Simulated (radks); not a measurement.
Spherical jellium clusters: N electrons in a uniform positive sphere of charge N and radius rs N^(1/3), rs = 2.32 bohr. Calculated with a radial shooting solver with Libxc functionals: non-relativistic Kohn-Sham, LDA (Slater exchange, Perdew-Wang correlation), spin-polarised, spherical densities. Levels are named by radial order and angular momentum (1s, 1p, 1d, 2s, ...), and open shells are averaged over m. Each electron was tried in the lowest free levels, single moves between levels near the top were tried too, and the lowest total energy was kept; such a search can miss a lower state. Energies include the self-energy of the background; IP and EA are vertical (highest electron removed, lowest free level filled), at fixed background; spill-out counts the electrons outside the background radius R, and alpha is the static dipole polarisability from linear response (closed shells only). A dash means not computed or, for alpha, an open shell; in EA it means that no bound solution was reached, which is typical of self-interaction and does not show that the anion is unstable. Real open-shell clusters deform, which this model forbids.

N,open shells,2S,E/N (eV),E(N+1) + E(N-1) - 2E(N) (eV),EA (eV),-e(HOMO) (eV)
1,"1s(up 1, down 0)",1,-0.166,-,-,4.088
2,none,0,-1.004,2.516,-,4.801
3,"1p(up 1, down 0)",1,-0.444,-1.006,-,2.403
4,"1p(up 2, down 0)",2,-0.416,-0.953,-,3.388
5,"1p(up 3, down 0)",3,-0.590,0.332,-,4.085
6,"1p(up 3, down 1)",2,-0.651,-0.792,-,3.736
7,"1p(up 3, down 2)",1,-0.807,-0.612,2.217,4.343
8,none,0,-1.001,2.993,-,4.796
9,"1d(up 1, down 0)",1,-0.819,-0.486,-,2.013
10,"1d(up 2, down 0)",2,-0.722,-0.470,-,2.563
11,"1d(up 3, down 0)",3,-0.685,-0.434,-,3.014
12,"1d(up 4, down 0)",4,-0.691,-0.394,-,3.393
13,"1d(up 5, down 0)",5,-0.726,0.311,-,3.719
14,"1d(up 5, down 0) 2s(up 1, down 0)",6,-0.734,-0.001,-,3.496
15,"1d(up 5, down 1) 2s(up 1, down 0)",5,-0.741,-0.530,1.825,3.569
16,"1d(up 5, down 3)",2,-0.780,-0.329,2.107,3.876
17,"1d(up 5, down 4)",1,-0.834,-0.281,2.370,4.137
18,none,0,-0.898,0.231,2.246,4.367
19,"2s(up 1, down 0)",1,-0.943,0.214,2.171,4.149
20,none,0,-0.972,1.889,-,4.029
21,"1f(up 1, down 0)",1,-0.909,-0.276,-,2.246
22,"1f(up 2, down 0)",2,-0.864,-0.261,-,2.523
23,"1f(up 3, down 0)",3,-0.835,-0.247,-,2.770
24,"1f(up 4, down 0)",4,-0.818,-0.232,-,2.994
25,"1f(up 5, down 0)",5,-0.811,-0.218,1.615,3.198
26,"1f(up 6, down 0)",6,-0.814,-0.205,1.805,3.384
27,"1f(up 7, down 0)",7,-0.824,0.493,-,3.556
28,"1f(up 7, down 1)",6,-0.816,-0.217,1.540,3.069
29,"1f(up 7, down 2)",5,-0.816,-0.203,1.740,3.267
30,"1f(up 7, down 3)",4,-0.822,-0.190,1.925,3.448
31,"1f(up 7, down 4)",3,-0.834,-,2.095,3.615

All shells are closed at N = 2, 8, 18, 20 (there: 1s2 1p6 1d10 2s2); the second difference of the energy has clear peaks (12 % above both neighbours; the first and last values, which can be the largest, are not judged, and half-filled shells can peak too) at N = 5, 8, 13, 20, 27.
